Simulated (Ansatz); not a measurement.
Relaxation of H₁₀OSi₄ (15 atoms, charge 0, multiplicity 1), to a largest force component of 0.015 eV/Å in at most 40 steps.

Level of theory: RKS PBE/def2-SVP in Ansatz.

```xyz
15
Properties=species:S:1:pos:R:3:forces:R:3
Si -2.391 0.706 1.441 -0.87 1.23 -0.16
Si -0.379 1.478 0.667 -0.04 0.84 0.66
O 0.755 0.304 0.789 1.32 -0.73 0.21
Si 1.252 -1.165 0.150 -1.85 -0.06 -0.01
Si 1.796 -1.016 -2.092 -0.18 0.49 0.24
H -2.369 0.362 2.858 0.10 -0.33 0.80
H -3.433 1.829 1.298 0.30 -0.29 0.00
H -2.856 -0.404 0.625 -0.30 -0.83 -0.45
H -0.464 1.892 -0.720 -0.22 0.38 -1.09
H 0.069 2.672 1.463 0.01 0.03 0.06
H 2.274 -1.764 0.973 0.98 -0.31 0.64
H 0.015 -2.057 0.309 0.33 -0.04 -0.18
H 2.926 -0.090 -2.252 0.59 0.33 -0.14
H 2.111 -2.336 -2.609 0.30 -0.90 -0.35
H 0.670 -0.464 -2.872 -0.45 0.17 -0.22
```

**Question.** Where does it end, and by what steps?

**Answer.** The run converged. The force dipped under the threshold on the way, but the program's further checks kept it going. After 9 steps the energy has fallen by 0.311 eV; H8 moved furthest, 0.14 Å.

```csv
step,energy less start (eV),largest force component (eV/Å),accepted
0,0.0000,1.852,yes
1,-0.2692,0.552,yes
2,-0.3006,0.249,yes
3,-0.3094,0.068,yes
4,-0.3100,0.035,yes
5,-0.3106,0.048,yes
6,-0.3108,0.002,yes
7,-0.3109,0.015,yes
8,-0.3110,0.020,yes
9,-0.3110,0.012,yes
```

```xyz
15
Properties=species:S:1:pos:R:3
Si -2.476 0.766 1.436
Si -0.368 1.519 0.685
O 0.786 0.302 0.800
Si 1.213 -1.198 0.171
Si 1.796 -1.033 -2.112
H -2.392 0.284 2.861
H -3.468 1.900 1.366
H -2.979 -0.364 0.576
H -0.478 2.002 -0.741
H 0.106 2.667 1.534
H 2.382 -1.703 0.970
H 0.073 -2.176 0.334
H 2.945 -0.077 -2.299
H 2.208 -2.392 -2.619
H 0.629 -0.548 -2.932
```

Whether the end is a true minimum wasn't checked by a vibrational analysis.

The run took 29 s on 2 threads of Arm Neoverse V2, with other jobs on the host, peak memory 0.19 GiB.
